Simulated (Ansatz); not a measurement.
Total energies of GeH₄O₄, SMILES `[OH][Ge]([OH])([OH])[OH]`.

```xyz
9

O     0.1697   -0.5876   -1.6451
Ge    0.0001    0.0000    0.0001
O     1.4906    0.3181    0.8707
O    -0.8238   -1.2693    0.8894
O    -0.8364    1.5389   -0.1149
H     0.2208   -1.5465   -1.6807
H     1.7991    1.2185    0.7384
H    -0.6080   -1.2506    1.8255
H    -1.4120    1.5784   -0.8833
```

The species carries charge 0 and has multiplicity 1. Correlated methods include outer-core shells of Ge, which these sets cover unevenly. Scalar relativity is left out up to krypton. The structure was optimised at the PBE0-D4/def2-TZVP level. It is one conformer, not always the lowest. Basis def2-TZVPP, the Gaussian-basis code of Ansatz.

RPA on PBE orbitals: Hartree–Fock energy of these orbitals -2377.34104 Eh, correlation -1.82013 Eh (frozen core).

| functional | kind | energy without D4 (Eh) | D4 term (kJ/mol) |
| --- | --- | --- | --- |
| LDA (SPW92) | LDA | -2375.26040 | – |
| BLYP | GGA | -2380.57604 | -36.9 |
| r2SCAN | meta-GGA | -2380.41953 | -4.0 |
| B97M-V | meta-GGA with VV10 | -2380.08698 | – |
| PBE0 | global hybrid, 25 % exact exchange | -2379.98834 | -14.1 |
| B3LYP | global hybrid, 20 % | -2380.61405 | -27.0 |
| r2SCANh | meta-GGA hybrid, 10 % | -2380.39214 | -4.2 |
| r2SCAN0 | meta-GGA hybrid, 25 % | -2380.35287 | -4.7 |
| HSE06 (plane-wave form) | screened hybrid | -2379.97613 | -13.1 |
| CAM-B3LYP | range-separated hybrid | -2380.60219 | -14.2 |
| LC-ωPBE | long-range corrected hybrid | -2380.12834 | – |
| ωB97X-V | range-separated hybrid GGA with VV10 | -2380.27841 | – |
| B2PLYP | double hybrid | -2380.01848 | – |
| PBE-QIDH | double hybrid | -2379.63173 | – |

Question: Give the same for PBE, revPBE, BHLYP, ωB97M-V. (Estimate.)

Answer: Ansatz gave: 
| functional | kind | energy without D4 (Eh) | D4 term (kJ/mol) |
| --- | --- | --- | --- |
| PBE | GGA | -2379.93741 | -16.7 |
| revPBE | GGA | -2380.30245 | -50.1 |
| BHLYP | global hybrid, 50 % | -2380.40212 | -20.5 |
| ωB97M-V | range-separated hybrid meta-GGA with VV10 | -2380.37164 | – |

B3LYP takes the VWN-RPA correlation (the form of Gaussian; ORCA's B3LYP/G). HSE06 is the plane-wave form, built on full-range PBE exchange. The double hybrids freeze the cores in their second-order part.

LC-ωPBE has ω = 0.4 bohr⁻¹.
